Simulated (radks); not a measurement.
The numbers below are computed, except where a source is named.
Ionisation of the nickel ion Ni+, [Ar] 3d9, to [Ar] 3d8 as the strength of local exchange is varied. Level of theory: non-relativistic Kohn-Sham, Slater X-alpha exchange (alpha = 2/3 is LDA exchange), no correlation, spin-unpolarised, spherical densities, point nucleus (a radial shooting solver on a logarithmic mesh with Libxc functionals).

alpha,E(Ni+) (hartree),exchange (hartree),IE (eV),-e of the level emptied (eV),<r> of it (bohr)
0.667,-1502.98139,-57.85794,19.357,12.031 (3d),1.076
0.683,-1504.36999,-59.30628,19.646,12.263 (3d),1.071
0.726,-1508.10888,-63.21259,20.440,12.905 (3d),1.057
0.755,-1510.63622,-65.85852,20.988,13.352 (3d),1.047
0.824,-1516.66821,-72.19091,22.335,14.460 (3d),1.026

NIST Atomic Spectra Database: 18.169 eV (measured). The central value is not met in this range of alpha. Spin polarisation and multiplet splitting are left out, so open shells lie too high by an amount that depends on their filling.

Beside tabulated values, note that spin-unpolarised runs miss the spin-polarisation part of the exchange energy of open shells.
